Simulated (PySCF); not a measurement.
## Working out the ionisation energy of Au

Au [Xe] 4f14 5d10 6s1 (2S) → Au⁺ [Xe] 4f14 5d10 (1S). All numbers are calculated (PySCF 2.14, scalar relativity by spin-free X2C-1e, in x2c-TZVPPall (11s7p7d3f1g, 97 functions)). Frozen: [Kr] 4d10 4f14. Energies in hartree (1 hartree = 27.21139 eV):

```
             part     Au (lower)    Au⁺ (upper)
              UHF  -19008.782040  -19008.498631
MP2 opposite-spin      -0.391078      -0.357547
    MP2 same-spin      -0.200286      -0.176905
```

Q: What does Hartree-Fock give?

A: (-19008.498631) − (-19008.782040) = 0.283409 hartree = 7.712 eV.

Q: What do MP2 and SCS-MP2 (6/5 opposite-spin, 1/3 same-spin) give?

A: The opposite-spin parts differ by 0.912 eV and the same-spin parts by 0.636 eV. MP2: 7.712 + (0.912) + (0.636) = 9.260 eV. SCS-MP2: 7.712 + 1.2 × (0.912) + (0.636)/3 = 9.018 eV.

Measured between the centres of the two terms (NIST): 9.226 eV, so MP2 (valence and next inner shell) is off by 0.034 eV.

What remains against the reference includes basis incompleteness, the frozen core and correlation beyond second order.
